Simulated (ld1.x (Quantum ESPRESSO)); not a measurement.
## Pr, TM: configuration errors across variants

* Element: praseodymium
* Generator: ld1.x (Quantum ESPRESSO) 7.5
* Type: norm-conserving Troullier–Martins (Kleinman–Bylander form)
* Functional: PBE
* Relativity: fully relativistic
* Frozen core: [Xe] 4f2
* Valence charge: 3
* Reference configuration: 5d1 6s1.5 6p0.5
* Partial waves: 6s (bound): rc 2.70 bohr; 6p (bound): rc 3.25 bohr; 5d (bound): rc 2.45 bohr
* Local potential: all-electron potential smoothed inside 2.95 bohr (lloc = -1)
* Core correction: Bessel-smoothed model core inside 1.65 bohr

Open shells are filled in proportion to 2j + 1 (rel_dist='average').

All-electron excitation energies from the reference (eV): (1) 5d1 6s2 6p0 -1.241; (2) 5d1 6s1 6p0 4.928; (3) 5d1 6s0 6p0 16.187; (4) 5d2 6s1 6p0 -0.225; (5) 5d2 6s0 6p0 5.223; (6) 5d1 6s0 6p1 8.053.

A true bound ghost makes a file unfit for plane-wave use even where its test errors are small: the radial tests pick states by their node count and pass the ghost by.

Errors AE − PS in meV (a dash: test not solved or not reliable):

```tsv
change	(1)	(2)	(3)	(4)	(5)	(6)	bound ghosts
base	-1.5	-5.5	-43	-60	-61	+171	s
core correction Bessel-smoothed model core inside 1.06 bohr	-1.5	-5.5	-43	-60	-61	+170	s
core correction Bessel-smoothed model core inside 1.42 bohr	-1.5	-5.5	-43	-60	-61	+171	s
core correction Bessel-smoothed model core inside 1.74 bohr	-1.5	-5.5	-43	-60	-61	+171	s
core correction Bessel-smoothed model core inside 1.96 bohr	-1.5	-5.5	-43	-60	-61	+171	s
core correction Bessel-smoothed model core inside 2.34 bohr	-1.5	-5.5	-43	-60	-61	+171	s
core correction Bessel-smoothed model core inside 2.58 bohr	-1.5	-5.4	-43	-60	-60	+173	s
core correction Bessel-smoothed model core inside 3.00 bohr	-1.2	-5.0	-36	-56	-51	+182	s
```

Task: Give the same row for: core correction none.

Result: +1.7, +1.0, +217, +59, +246, +472; bound ghosts: s.
